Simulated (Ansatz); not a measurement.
Consider the formal exchange of groups at the Si–O bond: `O[SiH2][SiH](O)Cl` + CH₄ → `C[SiH2][SiH](O)Cl` + H₂O.

Calculated with Ansatz (gas phase, PBE0-D4/def2-TZVP geometries, no zero-point term in ΔE). CBS: MP2 limit from def2 TZ/QZ plus the TZ coupled-cluster correction, frozen cores. This one scheme is used for every species. Functionals use def2-TZVPP. B3LYP here is the variant with VWN-RPA as its local correlation; programs differ in this. Each species was taken in one conformer, which may not be the lowest.

`O[SiH2][SiH](O)Cl`:

Z-matrix (Å, degrees):
```
Si
Si 1 2.348
O 1 1.650 2 106.6
H 1 1.483 2 112.4 3 -118.5
H 1 1.491 2 109.2 3 121.1
Cl 2 2.066 1 111.9 3 89.7
O 2 1.649 1 101.2 3 -27.6
H 2 1.486 1 117.8 3 -148.8
H 3 0.960 1 115.5 2 27.5
H 7 0.960 2 118.9 1 178.4
```

CH₄:

```xyz
5

C     0.000    0.000    0.000
H     0.054    1.024   -0.368
H     0.918   -0.528   -0.258
H    -0.851   -0.506   -0.456
H    -0.121    0.010    1.083
```

`C[SiH2][SiH](O)Cl`:

```xyz
12

C     1.018   -1.520    0.529
Si    0.528    0.228    0.985
Si   -1.038    1.039   -0.547
O    -0.330    1.015   -2.029
Cl   -2.678   -0.232   -0.529
H     1.733   -1.923    1.249
H     0.140   -2.170    0.513
H     1.476   -1.541   -0.462
H     1.708    1.137    0.996
H    -0.103    0.279    2.334
H    -1.607    2.381   -0.256
H    -0.847    1.306   -2.783
```

H₂O:

```xyz
3

O    -0.203   -0.322   -0.080
H    -0.334    0.282    0.653
H     0.537    0.040   -0.573
```

```
             level  ΔE (kJ/mol)  difference from CCSD(T)/CBS
            PBE-D4         76.5                         -4.6
               PBE         79.0                         -2.1
            r2SCAN         87.1                          6.0
             B3LYP         91.9                         10.8
     HF/def2-TZVPP        100.2                         19.1
SCS-MP2/def2-TZVPP         88.1                          7.0
CCSD(T)/def2-TZVPP         82.7                          1.6
    MP2/def2-QZVPP         82.9                          1.8
      HF/CBS(def2)        100.4                         19.3
     MP2/CBS(def2)         82.1                          1.0
       CCSD(T)/CBS         81.1                            0
```

Largest T1 diagnostic among the species: 0.011.

In def2-TZVPP, CCSD(T) changes the Hartree–Fock value by −17.4 kJ/mol (the triples alone add −1.8 kJ/mol) and MP2 by −16.4 kJ/mol. The D4 term adds −3.9 kJ/mol with B3LYP and −2.4 kJ/mol with PBE0; it sums over pairs of atoms, weighted by their polarisabilities, and B3LYP, whose exchange is more repulsive, gets the larger term.
